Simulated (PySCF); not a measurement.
NMR data simulated for an unnamed compound:

¹H NMR (600 MHz, computed): δ 7.99 (ddd, J = 10.3, 2.5, 1.4 Hz, 1H), 7.59 (ddd, J = 9.3, 8.4, 5.3 Hz, 1H), 7.25 (ddd, J = 9.3, 8.4, 2.5 Hz, 1H), 7.18 (dd, J = 8.4, 1.4 Hz, 1H), 6.02 (br s, 1H), 3.41 (s, 2H).

¹³C{¹H} NMR (computed): δ 182.5 (C), 172.6 (C, d, J = 315.8 Hz), 148.2 (C, d, J = 5.4 Hz), 141.2 (CH, d, J = 5.6 Hz), 132.1 (CH), 124.9 (CH, d, J = 20.3 Hz), 123.0 (CH, d, J = 19.2 Hz), 38.3 (CH2).

Theory: J couplings at B3LYP/pcJ-1 (spin–dipole term only in couplings to heteroatoms), σ from GIAO-HF/pcSseg-2, geometry: PBE0-D3(BJ)/def2-SVP, in PySCF (one conformer, non-relativistic, equivalent nuclei averaged, gas phase).

Scale: ¹H and ¹³C against TMS (reference shieldings calculated alike).

Which of these does the molecule contain: an OH group, a carboxylic acid, a C≡C triple bond, a benzene ring, an N-methyl group, a CH3CH2 unit?

Results:


- An OH group: yes (δH 6.02 (br s)).
- A carboxylic acid: yes (δC 182.5; δH 6.02 (br s)).
- A C≡C triple bond: no.
- A benzene ring: yes.
- An N-methyl group: no.
- A CH3CH2 unit: no.

The data belong to `InChI=1S/C8H7FO2/c9-7-3-1-2-6(4-7)5-8(10)11/h1-4H,5H2,(H,10,11)`; they needn't prove each group on their own.

Carbon signals by region: 2 in the far downfield region (above 160 ppm), 5 in the sp2 and nitrile region (100–160 ppm), 1 below 50 ppm. Above 160 ppm: 182.5, carboxylic acid carbon, 172.6, aromatic carbon bearing fluorine.

Exchangeable OH/NH protons stand at their gas-phase positions; hydrogen bonding in a real sample shifts them, mostly to higher δ. C–F couplings over four or more bonds (about 3 Hz to the para carbon of a fluoroarene) are left out. Common functionals overestimate the size of one-bond C–F couplings by tens of Hz; these are unscaled. Multiplet labels drop couplings under 1 Hz and merge nearly equal ones. Unscaled 3J(H,H) at this level run about 10 % above measured values. Shifts are as computed, not scaled to solution data. Of 1328 compounds with measured shifts, 309 miss one by over three times the rms of a fit or turn the order of signals round; such compounds aren't used in these exercises. Signals without a measured value on file couldn't be tested in this way. The C=O carbon of an acid or of an amide with N–H lies up to 10 ppm further downfield in solution, through hydrogen bonding that the calculation lacks.
